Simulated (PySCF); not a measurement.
Some computed properties have been withheld. Give your best values.

Compound: C6H10OP2.
Cartesian coordinates in Å at the PBE0-D3(BJ)/def2-SVP level; atoms count from 1:
```
atom  x, y, z in Å
P1     3.6466   -0.2063   -0.8657
C2     2.4206   -1.1584    0.1712
C3     0.9583   -0.7300    0.1419
P4     0.1493   -0.9454   -1.5321
C5    -1.5850   -0.6378   -1.0757
C6    -2.2499    0.6375   -1.0942
C7    -3.5373    0.4013   -0.7204
O8    -3.7232   -0.9133   -0.4823
C9    -2.5469   -1.5326   -0.6935
H10    3.1933    1.1016   -0.5039
H11    2.9026   -0.2094   -2.0856
H12    2.5245   -2.2182   -0.1201
H13    2.8023   -1.1040    1.2046
H14    0.8703    0.3411    0.3915
H15    0.3765   -1.2813    0.8985
H16    0.0740   -2.3726   -1.4962
H17   -1.8157    1.5990   -1.3613
H18   -4.4065    1.0408   -0.5895
H19   -2.5344   -2.6102   -0.5468
```

```json
{"property": "point group", "level": "PBE0-D3(BJ)/def2-SVP", "value": "C1"}
{"property": "rotational constants A, B, C", "level": "PBE0-D3(BJ)/def2-SVP", "value": "3.876, 0.441, 0.429 GHz"}
{"property": "dipole moment", "level": "B3LYP/def2-SVPD", "value": "1.58 D"}
{"property": "HOMO energy", "level": "B3LYP/def2-SVPD", "value": "-6.38 eV"}
{"property": "LUMO energy", "level": "B3LYP/def2-SVPD", "value": "?"}
{"property": "lowest singlet excitation", "level": "TDDFT B3LYP/def2-SVPD", "value": "5.41 eV (229 nm, f = 0.075)"}
{"property": "strongest line among the 10 lowest singlet transitions", "level": "TDDFT B3LYP/def2-SVPD", "value": "S9 at 6.38 eV (194 nm, f = 0.112)"}
{"property": "lowest triplet excitation (Tamm–Dancoff)", "level": "TDA B3LYP/def2-SVPD", "value": "3.95 eV"}
{"property": "static isotropic polarisability", "level": "B3LYP/def2-SVPD", "value": "?"}
{"property": "vertical ionisation energy", "level": "ΔSCF B3LYP/def2-SVPD", "value": "8.16 eV"}
{"property": "electronic spatial extent ⟨r²⟩ about the centre of nuclear charge", "level": "B3LYP/def2-SVPD", "value": "2498 bohr²"}
{"property": "13C chemical shifts (computed TMS as zero) by class", "level": "GIAO CAM-B3LYP/pcSseg-1", "value": "153.3 (C9), 151.7 (C7), 126.1 (C5), 123.6 (C6), 37.1 (C3), 17.0 (C2) ppm"}
{"property": "1H chemical shifts (computed TMS as zero) by class", "level": "GIAO CAM-B3LYP/pcSseg-1", "value": "?"}
{"property": "isotropic shieldings of nuclei other than C and H, by class", "level": "GIAO CAM-B3LYP/pcSseg-1", "value": "19 (O8), 412 (P4), 455 (P1) ppm"}
```

Electronic properties: PySCF, gas phase, density fitting. NMR classes are plain means over equivalent atoms (diastereotopic ones count apart unless rotation or inversion swaps them), as if these changed places fast; in this geometry the members of some classes differ.

(1) The 1H chemical shifts (computed TMS as zero) by class?

(2) Give the static isotropic polarisability.

(3) What is the LUMO energy?

Answers

(1) 7.40 (H19), 7.39 (H18), 6.55 (H17), 3.78 (H16), 3.35 (H10/H11), 1.80 (H14/H15), 1.34 (H12/H13) ppm.

(2) 126.5 au.

(3) -0.38 eV.

The largest Löwdin shares of the LUMO are 0.23 on C9, 0.18 on O8, 0.15 on C5 and 0.14 on C7. The dipole matches unit charges of opposite sign 0.33 Å apart (1 e·Å = 4.8032 D). The largest Löwdin shares of the HOMO are 0.28 on P4, 0.18 on C9, 0.14 on C5 and 0.10 on C7. The vertical singlet–triplet gap S1 − T1 is 1.46 eV (TDDFT singlet less Tamm–Dancoff triplet; S1: HOMO→LUMO, weight 0.79; T1: HOMO→LUMO, weight 0.68). With B = h/(8π²I), that is 505.379 GHz u Å² over I, the principal moments of inertia are 130.4, 1147.0 and 1176.8 u Å² (most abundant isotopes); the inertial defect Ic − Ia − Ib is -100.6 u Å² (zero for a rigid planar frame, negative otherwise).

One conformer stands for the species.
